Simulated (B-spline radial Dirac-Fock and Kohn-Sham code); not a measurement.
Z = 45 (rhodium), transition energy 672 keV. Model: a Dirac-Hartree-Slater potential of the neutral atom with a Latter tail (no hole, which puts coefficients of high multipoles low close above an edge), finite nucleus with surface currents. Program: a radial atomic solver. Subshells that would emit electrons below 1 keV are left out.

Question: A pure transition shows α(K) = 0.00629, L1/L2 = 21.3 and L1/L3 = 69.5. What is its multipolarity?
A. E3
B. M3
C. M2
D. M1
E. E2
F. M4
G. E4
H. E1

Answer: C. For comparison, α(K), L1/L2, L1/L3 are E1 0.000802, 44.5, 28.4; E2 0.00218, 15.0, 18.9; E3 0.00527, 6.15, 11.9; E4 0.0123, 3.20, 7.68; M1 0.00224, 35.7, 95.1; M3 0.0156, 14.1, 28.3; M4 0.0373, 10.1, 13.2.

Values without a named source are computed, but for edge energies of neutral atoms, which are taken from tables.
